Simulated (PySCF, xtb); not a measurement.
Si(H)(F)(Et)(OH) (C2H7FOSi), SMILES F[SiH](O)CC. Other conformers were not sampled.

Harmonic wavenumbers (cm⁻¹) from GFN2-xTB in xtb at its own minimum, in rising order: 43, 137, 166, 201, 240, 289, 308, 655, 666, 710, 744, 753, 852, 927, 985, 1026, 1076, 1240, 1303, 1420, 1483, 1511, 1517, 2337, 2964, 2994, 3015, 3021, 3033, 3707.

Question: What does PBE-D3(BJ)/def2-SVP (PySCF 2.14.0) give at its own minimum? (An estimate is asked for; the answer gives what the named calculation found.)

Answer: 68, 136, 181, 233, 283, 317, 356, 625, 666, 761, 800, 839, 866, 905, 952, 960, 1024, 1202, 1218, 1346, 1377, 1425, 1428, 2221, 2966, 2968, 3015, 3053, 3057, 3764. Paired by order, the mean absolute difference is 45 cm⁻¹ and the zero-point energies are 56.2 and 55.8 kcal/mol.
